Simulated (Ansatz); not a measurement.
Geometry optimisation, RKS PBE0-D4/def2-SVP (Ansatz).

input.yaml

```yaml
crystal:
  periodic: [false, false, false]
  atoms:
    - { symbol: C, position_ang: [-0.17312, 1.51024, 1.34664] }
    - { symbol: C, position_ang: [0.57552, 0.67179, 0.92077] }
    - { symbol: S, position_ang: [1.50986, -0.56808, 0.23893] }
    - { symbol: B, position_ang: [0.29678, -1.18707, -0.96973] }
    - { symbol: O, position_ang: [-0.91393, -0.68115, -1.11083] }
    - { symbol: H, position_ang: [-0.75564, 2.27961, 1.7581] }
    - { symbol: H, position_ang: [0.6314, -2.07802, -1.64338] }
    - { symbol: H, position_ang: [-1.17087, 0.05267, -0.5405] }
basis:
  gaussian: { orbitals: def2-SVP }
hamiltonian:
  xc: pbe0
  dispersion: d4
relax:
  f_tol: 0.015
  max_steps: 40
output:
  orbitals: {}
```

Command:

```bash
$ ansatz run input.yaml --threads 1 --pin off --max-ram 2048MiB --backend cpu --events-out ev --progress --plain --runs-dir out
```

Where does it end, and by what steps?

It converged. After 6 steps the energy has fallen by 0.076 eV; H6 moved furthest, 0.06 Å.

| step | energy less start (eV) | largest force component (eV/Å) | accepted |
| --- | --- | --- | --- |
| 0 | 0.0000 | 1.223 | yes |
| 1 | -0.0590 | 0.407 | yes |
| 2 | -0.0703 | 0.176 | yes |
| 3 | -0.0743 | 0.139 | yes |
| 4 | -0.0743 | 0.140 | yes |
| 5 | -0.0748 | 0.107 | yes |
| 6 | -0.0765 | 0.012 | yes |

```xyz
8
Properties=species:S:1:pos:R:3
C -0.163 1.543 1.372
C 0.542 0.668 0.907
S 1.494 -0.559 0.235
B 0.283 -1.204 -0.992
O -0.941 -0.692 -1.133
H -0.764 2.323 1.803
H 0.662 -2.125 -1.668
H -1.112 0.046 -0.524
```

Whether the end is a true minimum wasn't checked by a vibrational analysis.

The run took 25 s on 1 thread of Arm Neoverse V2, with other jobs on the host, peak memory 0.17 GiB.
